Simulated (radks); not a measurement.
Values are calculated unless marked as measured or tabulated.
Task: Radial electron density D(r) = 4 pi r^2 rho(r) of an atom or ion with 6 electrons. Level of theory: scalar-relativistic Kohn-Sham, PBE, spin-polarised, spherical densities, finite nucleus; Fermi nuclear charge, rms radius of each element as measured or else 0.836 A^(1/3) + 0.57 fm (a radial shooting solver on a logarithmic mesh with Libxc functionals).

r (bohr)  D(r) (e/bohr)   spin D(r)
0.01501           1.347   -0.000160
0.01652           1.582   -0.000152
0.01833           1.878   -0.000123
0.02018           2.191  -0.0000654
0.02239           2.580   0.0000485
0.02465           2.986    0.000225
0.02735           3.482    0.000533
0.0301            3.991    0.000975
0.03314           4.549     0.00163
0.03677           5.206     0.00270
0.04047           5.856     0.00415
0.04491           6.597     0.00644
0.04943           7.301     0.00947
0.05485           8.067      0.0141
0.06038           8.755      0.0202
0.067             9.449      0.0294
0.07375           10.01      0.0411
0.08118           10.47      0.0569
0.09007           10.82      0.0802
0.09915           10.96       0.109
0.11              10.91       0.150
0.1211            10.66       0.200
0.1344            10.16       0.270
0.1479            9.505       0.352
0.1641            8.636       0.463
0.1807            7.737       0.588
0.1989            6.811       0.738
0.2207            5.858       0.929
0.2429            5.101        1.13
0.2695            4.483        1.38
0.2967            4.141        1.62
0.3292            4.031        1.90
0.3624            4.150        2.15
0.4021            4.455        2.39
0.4426            4.821        2.57
0.4872            5.176        2.69
0.5406            5.447        2.73
0.595             5.517        2.67
0.6603            5.348        2.50
0.7268            4.959        2.26
0.8064            4.326        1.93
0.8877            3.610        1.59
0.985             2.786        1.21
1.084             2.059       0.889
1.193             1.427       0.615
1.324            0.8872       0.383
1.458            0.5291       0.230
1.617            0.2755       0.122
1.78             0.1372      0.0618
1.976           0.05756      0.0266
2.175           0.02301      0.0110
2.413          0.007430     0.00368
2.656          0.002280     0.00118

What is the nuclear charge?

Result: Z = 10. The innermost maximum, from 1s, lies near gamma/Z bohr with gamma = sqrt(1 - (Z/c)^2) = 0.997, here 0.0997 bohr (found: 0.102), and its height grows with Z. The density is that of the neon ion Ne4+ in [He] 2s2 2p2; the configuration itself is not fixed sharply by these data. D(r) has 2 maxima, at r = 0.102, 0.586 bohr, and minima at 0.327 bohr, inside which lie 2.19 electrons.
